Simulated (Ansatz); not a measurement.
Basis-set extrapolation for `FCOCC(F)F` (PBE0-D4/def2-TZVP geometry, frozen core, Ansatz). Multiplicity 1, RHF reference.

```tsv
	def2-TZVPP	def2-QZVPP
HF	-489.893172	-489.914757
MP2 correlation	-1.478340	-1.603066
CCSD(T) correlation	-1.557835	not run
```

Energies in hartree. Use E(X) = E(∞) + A·exp(−7.88·√X) for Hartree–Fock and E(X) = E(∞) + B·X^(−2.97) for correlation, with X = 3 and 4, and add CCSD(T) minus MP2 of the smaller set to the MP2 limit.

Problem. What is the CCSD(T) energy at the basis-set limit?

Solution. HF limit: -489.914757 + (-0.021585) × 0.13774 = -489.91773. MP2 limit: -1.603066 + (-0.124726) × 0.74074 = -1.69546. Higher-order term: -1.557835 − (-1.478340) = -0.07950. Total: -491.69269 hartree, 6.58 eV below CCSD(T)/def2-TZVPP.
